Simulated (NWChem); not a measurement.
# C₂H₄FIn; SMILES C=[CH][InH][F]

```xyz
8

In    -0.2679     0.3131     0.0000
H     -1.9039     0.8256     0.0000
F      0.9815     1.8405     0.0000
C      0.7602    -1.5520     0.0000
C      0.1302    -2.7329     0.0000
H      1.8569    -1.5375     0.0000
H      0.6809    -3.6828     0.0000
H     -0.9623    -2.8247     0.0000
```
Atoms are numbered in this order, from 1.

Level: PBE0/def2-SVP with def2 effective core potentials on In (NWChem), optimised geometry, unscaled harmonic frequencies. def2 effective core potentials on In; no spin-orbit coupling.

Q: List the harmonic frequencies with IR intensities, and the thermochemistry.

A: 
```
frequency (cm⁻¹)  IR intensity (km/mol)
----------------  ---------------------
68                                  1.4
95                                  9.5
257                                 4.9
366                                11.4
458                               129.1
482                                85.0
539                                31.0
599                                44.9
992                                 9.3
996                                32.3
1048                               13.4
1244                               17.1
1416                               12.2
1665                                6.3
1840                              165.6
3127                               15.1
3177                                3.1
3219                                5.4
```

```yaml
zero_point_energy: 30.8 kcal/mol
thermal correction to the enthalpy at 298.15 K (with zero-point energy): 35.3 kcal/mol
heat capacity Cv: 19.4 cal/(mol K)
entropy at 298.15 K and 1 atm (symmetry number 1): 80.7 cal/(mol K)
```

Rigid rotor and harmonic oscillator; modes under 100 cm⁻¹ make the entropy uncertain.
